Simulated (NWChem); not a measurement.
# C₂H₅NOSi; SMILES [SiH2](C)N=C=O

```xyz
10

Si    -0.6355     1.0691     0.0011
C      0.8916     2.1616     0.0010
N     -0.1629    -0.6017     0.0001
C      0.1404    -1.7711    -0.0006
O      0.4428    -2.9153    -0.0013
H     -1.4738     1.3133    -1.2224
H     -1.4727     1.3121     1.2256
H      0.5968     3.2311     0.0016
H      1.5116     1.9726    -0.8981
H      1.5122     1.9718     0.8995
```
Atoms are numbered in this order, from 1.

Program: NWChem. Pople sets run with spherical d functions. Structure relaxed at the PBE-D3(BJ)/def2-SVP level. Level: B3LYP/6-31G* with SMD (1 M gas to 1 M solution), gas-phase geometry. Reactions with the solvent are ignored.

```json
[
 {"solvent": "water", "dielectric constant": "78.4", "solvation free energy (kcal/mol)": "3.5", "cavity-dispersion-structure term (kcal/mol)": "6.9", "dipole in solution (D)": "3.55"},
 {"solvent": "acetone", "dielectric constant": "20.5", "solvation free energy (kcal/mol)": "-1.9", "cavity-dispersion-structure term (kcal/mol)": "0.3", "dipole in solution (D)": "…"},
 {"solvent": "cyclohexane", "dielectric constant": "2.02", "solvation free energy (kcal/mol)": "-1.1", "cavity-dispersion-structure term (kcal/mol)": "0.0", "dipole in solution (D)": "2.97"},
 {"solvent": "benzene", "dielectric constant": "2.27", "solvation free energy (kcal/mol)": "-1.7", "cavity-dispersion-structure term (kcal/mol)": "-0.5", "dipole in solution (D)": "3.00"},
 {"solvent": "chlorobenzene", "dielectric constant": "5.70", "solvation free energy (kcal/mol)": "-1.8", "cavity-dispersion-structure term (kcal/mol)": "0.0", "dipole in solution (D)": "3.16"}
]
```

**Question.** Fill in the missing entries.

**Answer.** 
- acetone, dipole in solution (D): 3.25
